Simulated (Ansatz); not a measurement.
C₃H₆BBr (`C=C(Br)BC`), relaxed with RKS PBE0-D4/def2-TZVP in Ansatz from a PBE-D4/def2-SVP geometry. The force threshold is 0.005 eV/Å; the program also tests the step.

The species carries charge 0 and has multiplicity 1.

Start:

```xyz
11

C    -1.094   -1.039   -1.524
C    -0.386   -0.766   -0.402
Br    0.047   -2.225    0.781
B     0.095    0.671   -0.032
C     0.919    1.000    1.250
H    -1.438   -2.051   -1.794
H    -1.345   -0.210   -2.206
H    -0.223    1.529   -0.844
H     1.872    0.422    1.218
H     0.400    0.599    2.150
H     1.153    2.069    1.404
```

Question: How much energy does the relaxation release, and in how many steps? (An estimate is asked.)

Answer: Computed: 5.31 kJ/mol, in 26 steps, 2 of them rejected.

Question: Which bonds change most? (An estimate is asked.)

Answer: The calculation gave: C5–H10 from 1.113 to 1.091 Å; B4–H8 from 1.222 to 1.201 Å; C1–C2 from 1.354 to 1.333 Å; C2–Br3 from 1.929 to 1.909 Å.

Question: Give the relaxed structure. (An estimate is asked.)

Answer: Computed: 
```xyz
11

C    -1.094   -1.025   -1.507
C    -0.438   -0.779   -0.373
Br   -0.216   -2.211    0.870
B     0.136    0.619   -0.037
C     0.904    0.978    1.258
H    -1.517   -1.991   -1.759
H    -1.217   -0.216   -2.220
H    -0.022    1.434   -0.905
H     1.971    0.845    1.018
H     0.696    0.322    2.105
H     0.796    2.024    1.551
```
